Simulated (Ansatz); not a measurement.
Born–Oppenheimer molecular dynamics of AlF$_{2}$H$_{3}$OSi (8 atoms, charge 0, multiplicity 1). It starts from a relaxed structure.

These are results of RKS BLYP/6-31G (Ansatz 0.2.0), not measurements.

| Item | Value |
| --- | --- |
| ensemble | NVT, Langevin thermostat |
| time step | 0.25 fs |
| steps asked | 250 |
| set temperature | 500 K |
| friction | 0.01 /fs |
| masses | H 2.014 u |
| seed | 804808 |

Frames 2.5 fs apart, positions in Å, forces in eV/Å.

Velocities at 15 fs (Å/ps):

```
Al -1.31 -1.89 1.29
O -3.75 -2.12 0.03
Si 0.40 2.36 -3.70
H 13.00 21.13 -5.85
H 12.62 -12.94 2.97
H 24.46 -15.37 -13.12
F 2.00 2.21 1.44
F -0.83 0.67 -3.29
```

```xyz
8
Properties=species:S:1:pos:R:3:forces:R:3 time_fs=15 energy_less_start_eV=0.320 T=274
Al -0.050 0.001 -0.201 0.03 0.04 0.27
O -0.744 -0.234 1.285 -0.06 -0.27 0.10
Si -1.382 -0.468 2.821 0.90 -1.98 1.23
H -2.512 -1.435 2.844 -0.60 -0.03 -0.29
H -0.402 -1.322 3.782 -0.44 1.08 -0.71
H -1.756 0.854 3.266 -0.29 0.98 0.69
F 1.602 0.135 -0.389 1.23 0.04 -0.16
F -0.953 0.240 -1.577 -0.76 0.13 -1.15
8
Properties=species:S:1:pos:R:3:forces:R:3 time_fs=17.5 energy_less_start_eV=0.428 T=215
Al -0.053 -0.004 -0.198 0.21 0.11 0.06
O -0.755 -0.239 1.288 0.24 -0.19 -0.59
Si -1.380 -0.464 2.813 1.66 -2.39 1.49
H -2.495 -1.384 2.821 -1.21 -0.53 -0.21
H -0.376 -1.334 3.776 -0.63 1.15 -0.81
H -1.698 0.838 3.244 -0.50 1.77 1.02
F 1.611 0.141 -0.384 0.81 0.00 -0.10
F -0.954 0.240 -1.586 -0.58 0.08 -0.87
8
Properties=species:S:1:pos:R:3:forces:R:3 time_fs=20 energy_less_start_eV=0.336 T=279
Al -0.057 -0.008 -0.195 0.39 0.21 -0.28
O -0.766 -0.247 1.288 0.47 -0.13 -1.11
Si -1.375 -0.463 2.808 1.34 -1.63 1.82
H -2.513 -1.344 2.794 -1.32 -0.59 -0.12
H -0.381 -1.324 3.738 -0.52 0.96 -0.62
H -1.653 0.872 3.249 -0.36 1.20 0.87
F 1.623 0.147 -0.383 0.35 -0.04 -0.03
F -0.955 0.243 -1.601 -0.35 0.02 -0.51
8
Properties=species:S:1:pos:R:3:forces:R:3 time_fs=22.5 energy_less_start_eV=0.190 T=467
Al -0.063 -0.014 -0.194 0.60 0.32 -0.58
O -0.776 -0.260 1.289 0.67 -0.05 -1.56
Si -1.368 -0.461 2.807 0.01 -0.41 2.18
H -2.562 -1.326 2.771 -0.74 -0.15 -0.02
H -0.400 -1.288 3.695 -0.17 0.56 -0.23
H -1.621 0.949 3.284 -0.11 -0.14 0.37
F 1.633 0.152 -0.384 -0.11 -0.09 0.03
F -0.958 0.246 -1.616 -0.16 -0.05 -0.19
8
Properties=species:S:1:pos:R:3:forces:R:3 time_fs=25 energy_less_start_eV=0.209 T=455
Al -0.070 -0.023 -0.195 0.83 0.45 -1.01
O -0.787 -0.277 1.283 0.68 -0.02 -1.53
Si -1.362 -0.458 2.809 -1.53 0.61 1.79
H -2.631 -1.313 2.741 0.08 0.36 0.13
H -0.418 -1.235 3.647 0.43 -0.09 0.40
H -1.591 1.023 3.320 0.01 -1.06 -0.01
F 1.642 0.154 -0.388 -0.54 -0.14 0.09
F -0.967 0.245 -1.632 0.04 -0.11 0.14
8
Properties=species:S:1:pos:R:3:forces:R:3 time_fs=27.5 energy_less_start_eV=0.328 T=343
Al -0.077 -0.031 -0.195 1.01 0.59 -1.62
O -0.791 -0.293 1.273 0.41 -0.08 -0.83
Si -1.361 -0.450 2.817 -2.61 1.37 0.84
H -2.695 -1.287 2.718 0.67 0.63 0.27
H -0.428 -1.171 3.621 1.05 -0.73 1.01
H -1.569 1.070 3.352 0.03 -1.43 -0.23
F 1.647 0.154 -0.388 -0.81 -0.17 0.11
F -0.980 0.243 -1.646 0.26 -0.17 0.45
8
Properties=species:S:1:pos:R:3:forces:R:3 time_fs=30 energy_less_start_eV=0.323 T=330
Al -0.081 -0.037 -0.198 1.01 0.70 -2.18
O -0.794 -0.311 1.259 0.05 -0.14 0.05
Si -1.365 -0.438 2.826 -2.39 1.40 0.24
H -2.725 -1.237 2.698 0.80 0.59 0.39
H -0.406 -1.133 3.626 0.96 -0.79 0.98
H -1.542 1.075 3.376 -0.02 -1.35 -0.31
F 1.646 0.154 -0.383 -0.88 -0.18 0.08
F -0.996 0.241 -1.660 0.47 -0.22 0.75
8
Properties=species:S:1:pos:R:3:forces:R:3 time_fs=32.5 energy_less_start_eV=0.201 T=427
Al -0.082 -0.041 -0.205 0.86 0.70 -2.26
O -0.794 -0.331 1.248 -0.19 -0.13 0.58
Si -1.373 -0.423 2.835 -1.08 0.79 0.23
H -2.726 -1.175 2.692 0.54 0.36 0.44
H -0.360 -1.118 3.661 0.19 -0.37 0.39
H -1.509 1.053 3.391 -0.11 -0.95 -0.27
F 1.643 0.155 -0.376 -0.80 -0.16 0.03
F -1.007 0.237 -1.670 0.58 -0.24 0.87
8
Properties=species:S:1:pos:R:3:forces:R:3 time_fs=35 energy_less_start_eV=0.149 T=454
Al -0.079 -0.043 -0.218 0.57 0.61 -1.91
O -0.790 -0.349 1.242 -0.29 -0.03 0.76
Si -1.380 -0.405 2.843 0.53 -0.14 0.28
H -2.710 -1.109 2.695 0.04 0.03 0.43
H -0.301 -1.108 3.709 -0.62 0.04 -0.24
H -1.474 1.006 3.411 -0.22 -0.15 -0.10
F 1.638 0.156 -0.370 -0.61 -0.13 -0.05
F -1.017 0.235 -1.673 0.60 -0.23 0.82
8
Properties=species:S:1:pos:R:3:forces:R:3 time_fs=37.5 energy_less_start_eV=0.222 T=340
Al -0.074 -0.041 -0.234 0.16 0.44 -1.22
O -0.785 -0.366 1.238 -0.28 0.10 0.63
Si -1.386 -0.388 2.849 2.06 -0.75 0.20
H -2.679 -1.049 2.720 -0.81 -0.45 0.34
H -0.262 -1.096 3.747 -1.07 0.23 -0.59
H -1.440 0.964 3.431 -0.29 0.69 0.12
F 1.632 0.159 -0.365 -0.32 -0.08 -0.13
F -1.023 0.238 -1.671 0.54 -0.20 0.66
8
Properties=species:S:1:pos:R:3:forces:R:3 time_fs=40 energy_less_start_eV=0.329 T=374
Al -0.066 -0.038 -0.252 -0.41 0.21 -0.26
O -0.781 -0.382 1.240 -0.19 0.27 0.28
Si -1.393 -0.373 2.859 3.12 -0.98 0.00
H -2.667 -0.992 2.757 -1.53 -0.81 0.25
H -0.247 -1.079 3.767 -1.22 0.23 -0.70
H -1.415 0.941 3.464 -0.30 1.25 0.25
F 1.624 0.160 -0.358 0.11 -0.02 -0.21
F -1.024 0.243 -1.666 0.42 -0.15 0.40
8
Properties=species:S:1:pos:R:3:forces:R:3 time_fs=42.5 energy_less_start_eV=0.291 T=368
Al -0.061 -0.035 -0.269 -0.93 -0.04 0.69
O -0.781 -0.400 1.243 -0.07 0.43 -0.08
Si -1.393 -0.361 2.870 2.73 -0.84 -0.18
H -2.697 -0.953 2.804 -1.24 -0.67 0.22
H -0.270 -1.055 3.759 -1.00 0.04 -0.53
H -1.393 0.948 3.511 -0.27 1.13 0.09
F 1.613 0.159 -0.351 0.56 0.04 -0.28
F -1.023 0.250 -1.661 0.24 -0.09 0.08
```

Of the whole run (62 fs, mean temperature of the second half 345 K): The mean temperature of the second half is 31 % below the set value. A run of 0.062 ps of so small a system gives no equilibrium averages. Limits of this set-up: no polarisation functions.

Run time: 10 min on 1 thread of Arm Neoverse V1, on a shared host, peak memory 0.1 GiB.
